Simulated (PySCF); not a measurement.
## Electron affinity of As by level of theory

As⁻ [Ar] 3d10 4s2 4p4 (3P) → As [Ar] 3d10 4s2 4p3 (4S), as a difference of total energies. Calculation: PySCF 2.14, in aug-cc-pwCVDZ-PP with ECP10MDF; a scalar-relativistic core potential. Correlated levels: valence and next inner shell: nothing frozen outside the core potential. The calculations carry no spin-orbit coupling.

**Question.** Order these methods by the electron affinity they give, lowest first.
A. CCSD(T) (valence and next inner shell)
B. UHF
C. MP2 (valence and next inner shell)
D. SCS-MP2 (valence and next inner shell)

**Answer.** B (-0.338 eV), C (0.255 eV), D (0.279 eV), A (0.361 eV).

The reference lies between the lowest fine-structure levels, while these numbers refer to the centres of the terms.

Errors of the correlated levels include the incompleteness of this basis.

A negative affinity means that the anion lies above the atom at that level of theory.

For comparison: 0.804 eV (measured; photodetachment measurements, as compiled on the Wikipedia data page of electron affinities).
